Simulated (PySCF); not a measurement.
Dipole response of Os²⁺ (osmium, charge +2)

[Xe] 4f14 5d6, high-spin 5D determinant. Computed with PySCF 2.14 in aug-cc-pwCVTZ-PP with ECP60MDF, with a scalar-relativistic core potential. Coupled (time-dependent) response in atomic units; α is the mean over directions.

```
method  mean α (bohr³)         α xx, yy, zz  C₆ (like pair)  S(−4)
 B3LYP           11.43  11.72, 11.72, 10.86           72.16  41.63
```

S(−4) is the Cauchy moment in α(ω) = α(0) + S(−4) ω² + …

Spin-orbit coupling is absent.

α(iu) at B3LYP:

```
u (hartree)  α(iu) (bohr³)
          0          11.43
     0.0500          11.33
      0.100          11.04
      0.200          10.11
      0.300          9.045
      0.500          7.169
      0.750          5.493
       1.00          4.333
       1.50          2.878
       2.00          2.034
       3.00          1.151
       5.00         0.5002
```

For an ion, C₆ is the dispersion term alone; charge-induced terms of lower order in 1/R come first.

The components differ because the open shell of this determinant is not spherical; for a pure term their mean is the scalar polarisability.

Energies and moments cover only the electrons outside the core potential. Spin-orbit coupling, absent here, splits the open shell strongly.
